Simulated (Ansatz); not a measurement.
`[GeH3][S][SiH2]I` + H₂ → `[SiH3]I` + `[SH][GeH3]`  (hydrogenolysis of the Si–S bond)

Computed with Ansatz on PBE0-D4/def2-TZVP structures; ΔE is electronic, products minus reactants. CBS: MP2 limit from def2 TZ/QZ plus the TZ coupled-cluster correction, frozen cores. This one scheme is used for every species. Functionals use def2-TZVPP. B3LYP here is the variant with VWN-RPA as its local correlation; programs differ in this. HSE06 is defined as in plane-wave codes. def2 core potentials past Kr. For Ge, I outer-core shells are correlated without core-valence functions, which leaves a few kJ/mol of doubt a bond. Scalar relativity is left out up to krypton. Each species was taken in one conformer, which may not be the lowest.

```tsv
level	ΔE (kJ/mol)	difference from CCSD(T)/CBS
BLYP-D4	47.2	-1.9
B3LYP-D4	43.8	-5.3
HSE06-D4	47.3	-1.8
CAM-B3LYP-D4	35.6	-13.5
ωB97X-V	39.6	-9.5
PBE-QIDH	45.2	-3.9
PBE	40.0	-9.1
revPBE	36.1	-13.0
r2SCAN	46.2	-2.9
B3LYP	26.5	-22.6
LC-ωPBE	34.5	-14.6
RPA@PBE/def2-TZVPP	35.3	-13.8
HF/def2-TZVPP	12.2	-36.9
SCS-MP2/def2-TZVPP	43.8	-5.3
HF/def2-QZVPP	11.8	-37.3
MP2/def2-QZVPP	59.2	10.1
CCSD(T)/CBS	49.1	0
```

Largest T1 diagnostic among the species: 0.011.

At CCSD(T), def2-SVP lies −24.6 kJ/mol from the extrapolated value and def2-TZVPP −7.8 kJ/mol. In def2-TZVPP, CCSD(T) changes the Hartree–Fock value by +29.0 kJ/mol (the triples alone add +7.1 kJ/mol) and MP2 by +42.7 kJ/mol.

CCSD(T)/CBS has its own doubt, a few kJ/mol and more with outer-core shells, so smaller differences from it don't rank the levels.
